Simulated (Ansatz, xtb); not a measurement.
CuH4NO: which of two structures lies lower

Structure X: a triplet given by its coordinates. Structure Y: a triplet given by its coordinates. Both are isolated molecules in the gas phase, relaxed with PBE0-D4/def2-SVP.

X (Å):

```xyz
7

Cu    1.3927    0.9466    0.4631
N    -0.5605    0.6058   -0.1218
O     1.3937   -0.8924    0.5949
H    -0.5043   -0.3975    0.0875
H    -0.7550    0.7434   -1.1129
H    -1.2989    1.0440    0.4263
H     2.1585   -1.1707    1.1137
```

Close contacts (Å): Cu1–N2 2.07, Cu1–O3 1.84, Cu1–H4 2.35, Cu1–H7 2.34, N2–H4 1.03, N2–H5 1.02, N2–H6 1.02, O3–H7 0.97.

Y (Å):

```xyz
7

Cu    0.3846   -0.0700   -0.0920
N    -1.0158    0.5115   -1.0994
O     1.9932   -0.6685    0.3456
H    -1.9162    0.7758   -0.6998
H    -1.0580    0.6306   -2.1130
H    -0.2628    0.0063    1.4044
H     2.1265   -0.8148    1.2885
```

Close contacts (Å): Cu1–N2 1.82, Cu1–O3 1.77, Cu1–H6 1.63, Cu1–H7 2.34, N2–H4 1.02, N2–H5 1.02, O3–H7 0.96.

**Question.** Estimate which is lower in electronic energy at CCSD(T)/def2-TZVP, and by roughly how much.

**Answer.** The CCSD(T)/def2-TZVP calculation puts structure X lower, by 29.6 kcal/mol.

Level by level:

```
            level          geometry  E(Y) − E(X) (kcal/mol)  departure from the last row (kcal/mol)  job, with rough time for the two
 PBE0-D4/def2-SVP  PBE0-D4/def2-SVP                     +22.1                                    −7.5             optimisation, 2.1 min
     HF/def2-TZVP  PBE0-D4/def2-SVP                     +53.7                                   +24.1           part of the CCSD(T) run
    MP2/def2-TZVP  PBE0-D4/def2-SVP                     +49.1                                   +19.5           part of the CCSD(T) run
CCSD(T)/def2-TZVP  PBE0-D4/def2-SVP                     +29.6                                                     single point, 2.5 min
```

None of the levels shown reverses the order. The largest departure from CCSD(T)/def2-TZVP is that of HF/def2-TZVP, 24.1 kcal/mol. At CCSD(T)/def2-TZVP a singlet with the links of X lies below this triplet. Levels run at GFN2-xTB geometries aren't shown. The triplet state of Y needn't be its ground state.

With harmonic frequencies from PBE0-D4/def2-SVP (ideal gas, rigid rotor, one conformer each, 298.15 K, 1 atm): on the last row, ΔE + ΔZPE = +24.0 kcal/mol. A mode under 50 cm⁻¹ makes harmonic enthalpies and free energies unreliable, so none is given.

The T1 diagnostic of structure Y is large, so the coupled-cluster value is less sure. Open shells are spin-unrestricted. The correlated steps freeze 7 core orbitals; the last core shell of Cu is correlated, in a basis made for valence electrons. Codes used: Ansatz 0.2.0; the last row on 2 threads of AMD EPYC 9R45 96-Core Processor (Zen 5) on a shared host.
